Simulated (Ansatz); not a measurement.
One change: `C[SiH2][AlH][O][SiH3]` becomes `[AlH2][O][SiH3]`.

Ansatz, PBE0-D4/def2-TZVP geometries, multiplicity 1. Each molecule was computed in one conformer, which needn't be the lowest.

```json
{"property": "HOMO–LUMO gap (PBE/def2-TZVPP) / eV", "`C[SiH2][AlH][O][SiH3]`": "3.92"}
{"property": "size of the dipole moment (B3LYP/def2-TZVPP) / D", "`C[SiH2][AlH][O][SiH3]`": "0.73"}
{"property": "size of the dipole moment (PBE/def2-TZVPP) / D", "`C[SiH2][AlH][O][SiH3]`": "0.80"}
{"property": "HOMO energy (B3LYP/def2-TZVPP) / eV", "`C[SiH2][AlH][O][SiH3]`": "-7.08"}
{"property": "HOMO–LUMO gap (ωB97M-V/def2-TZVPP) / eV", "`C[SiH2][AlH][O][SiH3]`": "9.43"}
{"property": "HOMO–LUMO gap (PBE0/def2-TZVPP) / eV", "`C[SiH2][AlH][O][SiH3]`": "5.79"}
```

(1) Give the same properties after the change, and the shifts. (Best estimate.)

Results:

(1) The calculation gave: 
| property | `[AlH2][O][SiH3]` | shift |
| --- | --- | --- |
| HOMO–LUMO gap (PBE/def2-TZVPP) / eV | 4.94 | 1.02 |
| size of the dipole moment (B3LYP/def2-TZVPP) / D | 0.42 | -0.31 |
| size of the dipole moment (PBE/def2-TZVPP) / D | 0.41 | -0.39 |
| HOMO energy (B3LYP/def2-TZVPP) / eV | -8.05 | -0.97 |
| HOMO–LUMO gap (ωB97M-V/def2-TZVPP) / eV | 10.87 | 1.44 |
| HOMO–LUMO gap (PBE0/def2-TZVPP) / eV | 7.06 | 1.27 |

With PBE0 the HOMO falls by 0.97 eV and the LUMO rises by 0.29 eV, so the gap widens by about 1.26 eV. PBE moves the HOMO by -0.75 eV and ωB97M-V by -1.20 eV. Dipoles are sizes alone; their direction can turn.

B3LYP here is the variant with VWN-RPA as its local correlation; programs differ in this.
